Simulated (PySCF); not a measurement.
# A small calculation by hand: oscillator strength and radiative lifetime

C2H9NSi3, SMILES [SiH3]C#C[SiH2]N[SiH3].

Geometry optimised at PBE-D3(BJ)/def2-SVP. This is a generated structure with no PubChem entry under its InChIKey; it may be hypothetical. Other conformers were not sampled.

TDA-PBE/def2-SVPD (PySCF 2.14.0) puts the first singlet state with f over 0.02 at 4.67 eV (vertical), with the transition dipole (-0.587, 0.160, -0.041) in atomic units.

### Question
Find the oscillator strength, the wavelength and the radiative lifetime that this transition would have in vacuum if emission retraced absorption.

### Answer

|μ|² = 0.3718 au, so |μ| = 1.55 D. ΔE = 4.67/27.211 = 0.1716 hartree. f = (2/3) ΔE |μ|² = 0.043 (the program prints 0.043).
λ = 1239.84/4.67 = 265 nm; ν = 37666 cm⁻¹.
Einstein's coefficient A = 0.6670 ν² f s⁻¹ (ν in cm⁻¹) = 4.0e7 s⁻¹, so τ = 1/A = 25 ns. This state is S1. The figure is the radiative limit of this one transition; relaxation, internal conversion, crossing to triplets and a medium change what is measured.
